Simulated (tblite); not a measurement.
C4H8P2Si2.
Geometry (GFN2-xTB, Å), atoms numbered from 1 in this order:
```xyz
16
C4H8P2Si2 angstrom
Si     3.4448   -0.1717   -0.2788
C      1.5536   -0.1091   -0.1141
C      0.9222   -0.8191    0.8788
P     -0.7634   -0.9326    1.2926
C     -1.5544    0.0992    0.1215
Si    -3.4455    0.1835    0.2788
C     -0.9228    0.8014   -0.8777
P      0.7617    0.9149   -1.2923
H      3.7835   -0.4912   -1.6659
H      3.9872    1.1404    0.0811
H      3.9509   -1.2008    0.6327
H      1.5556   -1.4153    1.5334
H     -4.0259   -0.9615   -0.4282
H     -3.7988    0.1408    1.6971
H     -3.9003    1.4315   -0.3392
H     -1.5561    1.3987   -1.5312
```

Computed with GFN2-xTB (tblite): harmonic, unscaled wavenumbers at the GFN2-xTB geometry, gas phase. Against measured fundamentals such values can be off by several per cent, at times by over 20. Modes of hydrogen on silicon can be 10 to 20 % off. The optimisation stopped once no atom felt more than 0.01 eV/Å.

Lowest wavenumbers of the output (negative numbers stand for imaginary wavenumbers):
```
mode    cm-1
  1     -22.4
  2     -16.0
  3      47.2
  4     139.4
  5     160.7
  6     174.4
  7     199.8
  8     248.8
```

Problem. Is this structure a minimum?

Solution. Not by this Hessian. 1 mode is imaginary beyond 20i (22i cm⁻¹), and 1 more slightly so (16.0i). The curvature is small, so loose convergence or finite differences may be the whole cause.

Problem. Which atoms move in the imaginary modes?

Solution. 22i: H13 (Si–H hydrogen) 36 %, H14 (Si–H hydrogen) 31 %, H15 (Si–H hydrogen) 29 %; 16i: H10 (Si–H hydrogen) 35 %, H9 (Si–H hydrogen) 33 %, H11 (Si–H hydrogen) 27 %. These are shares of the mass-weighted motion.

Problem. What is the remedy?

Solution. Step along such a mode in both directions, optimise again with tighter thresholds and repeat the frequencies. The zero-point energy of this point (58.3 kcal/mol) counts the 40 real modes alone, and thermal corrections from it aren't those of a minimum.

Hardware: Intel Xeon Platinum 8259CL at 2.50 GHz, one thread (shared host). Cost: 1.7 s of wall time. This covers the Hessian and the dipole derivatives.
